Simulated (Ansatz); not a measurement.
Geometry optimisation, RKS B3LYP-D4/def2-SVP in Ansatz 0.2.0.

input.yaml

```yaml
crystal:
  periodic: [false, false, false]
  atoms:
    - { symbol: Al, position_ang: [-0.615677, 0.394182, 0.114056] }
    - { symbol: O, position_ang: [0.49313, 1.555405, 0.934851] }
    - { symbol: C, position_ang: [-0.420188, -1.506157, 0.383039] }
    - { symbol: F, position_ang: [-1.801916, 1.064778, -0.849873] }
    - { symbol: H, position_ang: [1.520756, 0.995662, -1.016554] }
    - { symbol: H, position_ang: [1.566346, 0.684688, -1.647344] }
    - { symbol: H, position_ang: [0.346673, 2.499179, 0.793811] }
    - { symbol: H, position_ang: [0.247019, -1.923233, -0.390943] }
    - { symbol: H, position_ang: [0.039781, -1.71466, 1.362375] }
    - { symbol: H, position_ang: [-1.375724, -2.049743, 0.316584] }
basis:
  gaussian: { orbitals: def2-SVP }
hamiltonian:
  xc: b3lyp
  dispersion: d4
relax:
  f_tol: 0.03
  max_steps: 50
```

Launched with:

```bash
$ ansatz run input.yaml --threads 2 --pin off --max-ram 3072MiB --backend cpu --events-out ev --progress --plain --runs-dir out
```

Question: Where does it end, and by what steps?

Answer: It converged. The force dipped under the threshold on the way, but the program's further checks kept it going. After 29 steps the energy has fallen by 0.232 eV; F4 moved furthest, 0.74 Å.

```json
{"step": "0", "energy less start (eV)": "0.0000", "largest force component (eV/Å)": "2.259", "accepted": "yes"}
{"step": "2", "energy less start (eV)": "-0.1726", "largest force component (eV/Å)": "0.608", "accepted": "yes"}
{"step": "4", "energy less start (eV)": "-0.2042", "largest force component (eV/Å)": "0.270", "accepted": "yes"}
{"step": "6", "energy less start (eV)": "-0.2126", "largest force component (eV/Å)": "0.127", "accepted": "yes"}
{"step": "8", "energy less start (eV)": "-0.2167", "largest force component (eV/Å)": "0.060", "accepted": "yes"}
{"step": "10", "energy less start (eV)": "-0.2073", "largest force component (eV/Å)": "0.662", "accepted": "no"}
{"step": "12", "energy less start (eV)": "-0.2157", "largest force component (eV/Å)": "0.496", "accepted": "no"}
{"step": "14", "energy less start (eV)": "-0.2225", "largest force component (eV/Å)": "0.158", "accepted": "yes"}
{"step": "16", "energy less start (eV)": "-0.2254", "largest force component (eV/Å)": "0.138", "accepted": "yes"}
{"step": "18", "energy less start (eV)": "-0.2238", "largest force component (eV/Å)": "0.281", "accepted": "no"}
{"step": "20", "energy less start (eV)": "-0.2272", "largest force component (eV/Å)": "0.175", "accepted": "no"}
{"step": "22", "energy less start (eV)": "-0.2291", "largest force component (eV/Å)": "0.010", "accepted": "yes"}
{"step": "24", "energy less start (eV)": "-0.2300", "largest force component (eV/Å)": "0.079", "accepted": "yes"}
{"step": "26", "energy less start (eV)": "-0.2307", "largest force component (eV/Å)": "0.093", "accepted": "yes"}
{"step": "28", "energy less start (eV)": "-0.2314", "largest force component (eV/Å)": "0.066", "accepted": "yes"}
{"step": "29", "energy less start (eV)": "-0.2317", "largest force component (eV/Å)": "0.012", "accepted": "yes"}
```

```xyz
10
Properties=species:S:1:pos:R:3
Al -0.443 0.483 0.060
O 0.079 1.582 1.249
C -0.325 -1.423 0.362
F -1.218 1.098 -1.295
H 1.686 0.493 -1.172
H 1.166 0.678 -1.700
H -0.013 2.539 1.208
H -0.155 -1.975 -0.576
H 0.488 -1.669 1.065
H -1.263 -1.807 0.799
```

Time of the run: 35 s on 2 threads of AMD EPYC 9R14 (Zen 4) (shared host), peak memory 0.19 GiB.
